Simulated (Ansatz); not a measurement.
Isolated molecules relaxed with PBE0-D4/def2-TZVP in Ansatz; ΔE leaves out vibrations. CBS: MP2 limit from def2 TZ/QZ plus the TZ coupled-cluster correction, frozen cores. Functionals use def2-TZVPP. B3LYP here is the variant with VWN-RPA as its local correlation; programs differ in this. Each species was taken in one conformer, which may not be the lowest.

`[BH2][Al]([CH2]F)[O]C` + `C1N[SiH2]1` → `BN1C[SiH2]1` + `C[O][AlH][CH2]F`  (cleavage of the B–Al bond)

| level | ΔE (kJ/mol) | difference from CCSD(T)/CBS |
| --- | --- | --- |
| PBE-D4 | -175.2 | -1.3 |
| r2SCAN-D4 | -179.6 | -5.7 |
| PBE0-D4 | -174.5 | -0.6 |
| B3LYP-D4 | -183.4 | -9.5 |
| ωB97X-V | -174.7 | -0.8 |
| ωB97M-V | -180.8 | -6.9 |
| B2PLYP | -182.2 | -8.3 |
| PBE | -173.7 | 0.2 |
| r2SCAN | -179.3 | -5.4 |
| PBE0 | -173.2 | 0.7 |
| B3LYP | -180.8 | -6.9 |
| HF/def2-TZVPP | -177.4 | -3.5 |
| MP2/def2-TZVPP | -184.6 | -10.7 |
| SCS-MP2/def2-TZVPP | -181.6 | -7.7 |
| CCSD/def2-TZVPP | -173.8 | 0.1 |
| CCSD(T)/def2-TZVPP | -175.0 | -1.1 |
| HF/def2-QZVPP | -177.8 | -3.9 |
| MP2/def2-QZVPP | -184.0 | -10.1 |
| SCS-MP2/def2-QZVPP | -181.2 | -7.3 |
| HF/CBS(def2) | -177.8 | -3.9 |
| MP2/CBS(def2) | -183.4 | -9.5 |
| CCSD/CBS(def2) | -172.7 | 1.2 |
| CCSD(T)/CBS | -173.9 | 0 |

Largest T1 diagnostic among the species: 0.014.
